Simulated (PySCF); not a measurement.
# A thermochemical cycle for ZrCl

CCSD(T) in PySCF with def2-TZVPPD on every atom (core potentials on Zr), for the lowest determinant that a PBE0 search found; no spin–orbit coupling. ZrCl, a quartet (σ ↑, δ ↑↑), has De = 4.42 eV to neutral atoms, and ZrCl⁺, a triplet (σ ↑, δ ↑), has De = 4.62 eV to Zr⁺ (4d2 5s1) + Cl.

The adiabatic ionisation energy of ZrCl, between the minima, is 6.37 eV.

**Question.** Which ionisation energy of the Zr atom does this level give?

**Answer.** IE(Zr) = IE(molecule) + De(ion) − De(neutral) = 6.37 + 4.62 − 4.42 = 6.57 eV; the measured value is 6.634 eV (NIST ASD).

Correlated steps freeze 5 core orbitals. These are scalar-relativistic numbers at best; spin–orbit coupling would shift them, the dissociation energy most. For an ion De counts to the pair picked by the measured ionisation energies or electron affinities, which need not be the lowest pair at this level. With d or f electrons several states lie close, and the lowest PBE0 determinant need not be the measured ground state.
